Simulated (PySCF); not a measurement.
B(All)(H)2 (C3H7B), SMILES C=CCB.

Coordinates come from a PBE0-D3(BJ)/def2-SVP optimisation. The structure was generated by enumeration, and PubChem lists no compound with its InChIKey, so it may never have been made. One conformer was computed; it need not be the lowest.

Two levels are set side by side: TDA-PBE/def2-SVPD (PySCF) and TDA-M06-2X/def2-SVPD (PySCF). Vertical, same geometry. The lowest singlet is HOMO→LUMO 99 % with PBE and HOMO→LUMO 86 % with the other functional; states are paired by order. Differences are taken from unrounded values.

```
quantity                               TDA-M06-2X  TDA-PBE  TDA-PBE minus TDA-M06-2X
-------------------------------------  ----------  -------  ------------------------
lowest singlet excitation (eV)               5.23     3.89                     -1.34
lowest triplet excitation (TDA) (eV)         4.71     3.67                     -1.04
first bright state (f over 0.05) (eV)        7.67     7.12                     -0.55
its oscillator strength                      0.33     0.14                     -0.20
```

Functionals without exact exchange tend to place singlet excitations lower, as here. Differences between two approximate levels are no errors against the true value.

Rough cost on one machine, each run with all the roots and properties that it gave: TDA-M06-2X against TDA-PBE about 7 times.
